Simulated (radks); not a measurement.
The numbers below are computed, except where a source is named.
Spherical jellium clusters: N electrons in a uniform positive sphere of charge N and radius rs N^(1/3), rs = 5.93 bohr. Level of theory: non-relativistic Kohn-Sham, PBEsol, spin-polarised, spherical densities (a radial shooting solver with Libxc functionals). Levels are named by radial order and angular momentum (1s, 1p, 1d, 2s, ...), and open shells are averaged over m.

N = 7, configuration 1s2 1p(up 3, down 2). This is the lowest configuration that the search found. Occupied levels:

level    occupation  eigenvalue (eV)  <r> (bohr)
1s up             1          -2.9522       7.652
1s down           1          -2.8486       7.536
1p up             3          -2.3512       8.917
1p down           2          -2.2284       8.907

Energy (eV): total -11.6121, kinetic 6.1396, external -140.48, Hartree 70.222, exchange-correlation -18.016, background 70.525.

Electron density:

r (bohr)  n(r) (e/bohr^3)
0.807           0.0007674
1.71            0.0008575
2.60            0.0009982
3.50             0.001167
4.40             0.001333
5.30             0.001459
6.20             0.001509
7.10             0.001458
8.00             0.001299
8.90             0.001056
9.80            0.0007770
10.7            0.0005115
11.6            0.0003034
12.5            0.0001622
13.4           0.00008118
14.3           0.00003918
15.2           0.00001852
16.1            8.622e-06
17.0            3.959e-06
17.9            1.798e-06
